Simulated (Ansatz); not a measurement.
`CCCCCCCCCCB(O)O`. Charge 0, multiplicity 3. Geometry PBE-D4/def2-SVP, that of the neutral singlet; atoms count from 1.

```xyz
36

C     0.0394   -1.2728    5.7982
C     0.1313   -1.5235    4.2918
C     1.4739   -1.0944    3.6869
C     1.6280   -1.3783    2.1863
C     0.6765   -0.5894    1.2798
C     0.8956   -0.8438   -0.2143
C    -0.0623   -0.0656   -1.1210
C     0.1563   -0.3194   -2.6162
C    -0.8208    0.4174   -3.5437
C    -0.7011    1.9471   -3.5210
B    -1.6667    2.7367   -4.4938
O    -2.6148    2.0311   -5.2026
O    -1.5147    4.1047   -4.5788
H     0.8312   -1.8234    6.3490
H     0.1648   -0.1953    6.0355
H    -0.9389   -1.5931    6.2108
H    -0.0317   -2.6046    4.0804
H    -0.6994   -0.9904    3.7798
H     1.6261   -0.0060    3.8721
H     2.2928   -1.6079    4.2385
H     2.6753   -1.1565    1.8829
H     1.4890   -2.4684    2.0024
H    -0.3793   -0.8317    1.5344
H     0.7911    0.4992    1.4885
H     1.9462   -0.5877   -0.4821
H     0.7951   -1.9341   -0.4204
H     0.0385    1.0211   -0.9031
H    -1.1129   -0.3267   -0.8563
H     1.2010   -0.0388   -2.8848
H     0.0824   -1.4136   -2.8063
H    -0.6708    0.0580   -4.5844
H    -1.8630    0.1250   -3.2853
H    -0.8831    2.3444   -2.4954
H     0.3449    2.2587   -3.7490
H    -3.1811    2.5793   -5.7746
H    -2.1390    4.5428   -5.1842
```

At PBE0-D4/def2-TZVP a singlet of charge 0 lies 7.53 eV below the triplet at the same geometry.

(1) Estimate the Mulliken populations of the heavy atoms from the PBE0/def2-TZVP orbitals of Ansatz.

(2) Where does the spin sit?

(3) And the Mayer bond orders between heavy atoms (over 0.3)?

Answers

(1) 
| atom | charge (e) | spin (α − β) |
| --- | --- | --- |
| C1 | -0.36 | 0.00 |
| C2 | -0.21 | 0.00 |
| C3 | -0.18 | 0.00 |
| C4 | -0.15 | 0.00 |
| C5 | -0.25 | 0.01 |
| C6 | -0.19 | 0.01 |
| C7 | -0.24 | 0.02 |
| C8 | -0.14 | 0.02 |
| C9 | -0.13 | -0.01 |
| C10 | -0.37 | 0.04 |
| B11 | 0.09 | 0.14 |
| O12 | -0.10 | 0.33 |
| O13 | 0.00 | 0.45 |
Mulliken values depend strongly on the basis.

(2) Summed by element: C 0.09, B 0.14, O 0.78, H 0.99, of 2 unpaired in all. Largest on single atoms: H36 0.48, O13 0.45, H35 0.40.

(3) C1–C2 1.01 (1.53 Å); C2–C3 1.01 (1.53 Å); C3–C4 1.00 (1.53 Å); C4–C5 1.02 (1.53 Å); C5–C6 1.03 (1.53 Å); C6–C7 1.03 (1.53 Å); C7–C8 1.00 (1.53 Å); C8–C9 0.98 (1.54 Å); C9–C10 1.00 (1.53 Å); C10–B11 1.04 (1.58 Å); B11–O12 1.26 (1.38 Å); B11–O13 1.19 (1.38 Å).
